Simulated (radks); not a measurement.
Results of a calculation; reference values are marked as such.
Trend from Li to Ne: ionisation energy by Delta-SCF between NIST ground configurations, and size. Level of theory: scalar-relativistic Kohn-Sham, r2SCAN, spin-polarised, spherical densities, finite nucleus; open shells are filled with parallel spins first; meta-GGA in the generalised Kohn-Sham scheme; Fermi nuclear charge, rms radius of each element as measured or else 0.836 A^(1/3) + 0.57 fm (a radial shooting solver on a logarithmic mesh with Libxc functionals).

species	configuration	configuration of the ion	IE (eV)	NIST (eV)	kind	-e(HOMO) (eV)	r at 0.001 e/bohr^3 (bohr)
Li	[He] 2s1	[He]	5.395	5.392	exp.	3.265 (2s)	4.18
Be	[He] 2s2	[He] 2s1	8.792	9.323	exp.	5.747 (2s)	4.15
B	[He] 2s2 2p1	[He] 2s2	8.306	8.298	exp.	4.029 (2p)	3.90
C	[He] 2s2 2p2	[He] 2s2 2p1	11.865	11.260	exp.	6.382 (2p)	3.63
N	[He] 2s2 2p3	[He] 2s2 2p2	15.470	14.534	exp.	8.890 (2p)	3.38
O	[He] 2s2 2p4	[He] 2s2 2p3	12.886	13.618	exp.	6.785 (2p)	3.25
F	[He] 2s2 2p5	[He] 2s2 2p4	17.751	17.423	exp.	10.357 (2p)	3.09
Ne	[Ne]	[He] 2s2 2p5	22.487	21.565	exp.	13.968 (2p)	2.94

Reference values: NIST Atomic Spectra Database (exp. = measured, semi-emp. = semi-empirical, theory = theoretical value adopted there). Open shells are spherical and high-spin; term and fine-structure splittings are not resolved.
